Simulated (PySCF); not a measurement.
Electron correlation in Ni (nickel, neutral)

[Ar] 3d8 4s2, high-spin 3F determinant. Calculation: PySCF 2.14, in ANO-RCC-VTZP; the spin-free X2C one-electron Hamiltonian (Gaussian nucleus). Frozen: [Ne]; 18 electrons correlated.

```json
{"level": "CCSD", "correlation energy (mhartree)": "-651.02"}
{"level": "(T)", "correlation energy (mhartree)": "-16.76"}
{"level": "CCSD(T)", "correlation energy (mhartree)": "-667.78"}
```

Diagnostics: T1 = 0.018, D1 = 0.0611, largest double amplitude 0.108.

Is a single reference adequate?

Mostly. T1 lies below 0.03, but a double amplitude of this size points to a near-degeneracy that CCSD handles and MP2 describes poorly.
